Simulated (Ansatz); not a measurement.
Consider the ligand exchange at a Ge–O bond: `[SiH3][O][Ge][Cl]` + `CNC` → `C[N](C)[Ge][Cl]` + `O[SiH3]`.

Computed with Ansatz on PBE0-D4/def2-TZVP structures; ΔE is electronic, products minus reactants. CBS: MP2 limit from def2 TZ/QZ plus the TZ coupled-cluster correction, frozen cores. Functionals use def2-TZVPP. For Ge outer-core shells are correlated without core-valence functions, which leaves a few kJ/mol of doubt a bond. Scalar relativity is left out up to krypton. One conformer a species, not always the lowest.

Task: Is it downhill or uphill in electronic energy at CCSD(T)/CBS, and by how much? (An estimate is asked.)

Result: The calculation gave: Uphill: ΔE = +3.8 kcal/mol.

Task: What do these levels give: r2SCANh-D4, r2SCAN0-D4, CAM-B3LYP, LC-ωPBE, CCSD(T)/def2-SVP, HF/def2-QZVPP? (Best estimate.)

Result: The calculation gave: r2SCANh-D4 4.4, r2SCAN0-D4 4.7, CAM-B3LYP 6.6, LC-ωPBE 5.7, CCSD(T)/def2-SVP 5.0, HF/def2-QZVPP 10.8 kcal/mol.

Largest T1 diagnostic among the species: 0.014.

From BLYP to BHLYP (50 % exact exchange), in def2-TZVPP and without D4, ΔE moves by +1.3 kcal/mol. The D4 term adds −0.9 kcal/mol with B3LYP and −0.5 kcal/mol with PBE0; it sums over pairs of atoms, weighted by their polarisabilities, and B3LYP, whose exchange is more repulsive, gets the larger term. In def2-TZVPP, CCSD(T) changes the Hartree–Fock value by −6.6 kcal/mol (the triples alone add −1.1 kcal/mol) and MP2 by −7.9 kcal/mol.

B3LYP here is the variant with VWN-RPA as its local correlation; programs differ in this.
